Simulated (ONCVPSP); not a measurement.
# Varying the ONCV potential for silver

Base potential:

```
Element                 : silver (Ag)
Generator               : ONCVPSP 4.0.1
Type                    : optimised norm-conserving Vanderbilt (ONCV)
Functional              : PW91
Relativity              : scalar-relativistic
Frozen core             : [Kr]
Valence charge          : 11
Reference configuration : 4d10 5s0.5 (charge +0.5)
Partial waves           : 5s: rc 2.25 bohr, ncon 4, nbas 7, qcut 2.7 1/bohr, 2 projectors, debl 1.3 Ha; p scattering state at 0.28 Ha: rc 2.45 bohr, ncon 5, nbas 8, qcut 3.6 1/bohr, 2 projectors, debl 3.9 Ha; 4d: rc 1.25 bohr, ncon 4, nbas 7, qcut 9.2 1/bohr, local
Local potential         : the d channel
Core correction         : Teter function, fcfact 2.5, rcfact 1.7
```

In the p channel the program set the typed energies aside and used 0.050, 3.950 Ha.

All-electron outer shells of the reference configuration (PW91, scalar-relativistic, ld1.x):

```json
{"shell": "4p", "level (eV)": "-62.58", "outermost node (bohr)": "0.44", "outermost maximum (bohr)": "0.87"}
{"shell": "4d", "level (eV)": "-11.44", "outermost node (bohr)": "0.43", "outermost maximum (bohr)": "1.04"}
{"shell": "5s", "level (eV)": "-7.78", "outermost node (bohr)": "1.11", "outermost maximum (bohr)": "2.43"}
```

Cutoffs, loose and tight: the cutoffs (Ha) at which the residual kinetic energy of the hardest occupied pseudo-wave falls to 1 and 0.1 mHa per electron. They do not see the model core or the augmentation charge, which bear on the density cutoff. Test errors are all-electron minus pseudo excitation energies from the reference, over the configurations 4d10 5s1; 4d10 5s0; 4d9 5s0; 4d9 5s1 5p1. A dash means not determined; rows that change the core or the reference have their own tests.

A true bound ghost makes a file unfit for plane-wave use even where its test errors are small: the radial tests pick states by their node count and pass the ghost by.

```tsv
change	outcome	cutoff, loose	cutoff, tight	bound ghosts	GHOST(+) flags above zero	largest test error (meV)
base	generated, projector energies reset by the program	34 Ha	40 Ha	s	p	-102
fully relativistic	generated, projector energies reset by the program, misses its reference levels by 0.34 eV	34 Ha	41 Ha	s	p3/2, p1/2	-100
all radii but the core radius scaled by about 1.16 (s 2.62, p 2.84, d 1.46 bohr)	generated, projector energies reset by the program	32 Ha	37 Ha	s	p	-98
core correction Teter function, fcfact 6.6, rcfact 1.7	generated, projector energies reset by the program	34 Ha	40 Ha	s	p	-190
d: qcut 14.1	generated, projector energies reset by the program	38 Ha	49 Ha	s	p	-101
functional BLYP	generated, projector energies reset by the program	34 Ha	40 Ha	s	p	-94
core correction Teter function, fcfact 2.5, rcfact 1.48	generated, projector energies reset by the program	34 Ha	40 Ha	s	p	-89
```
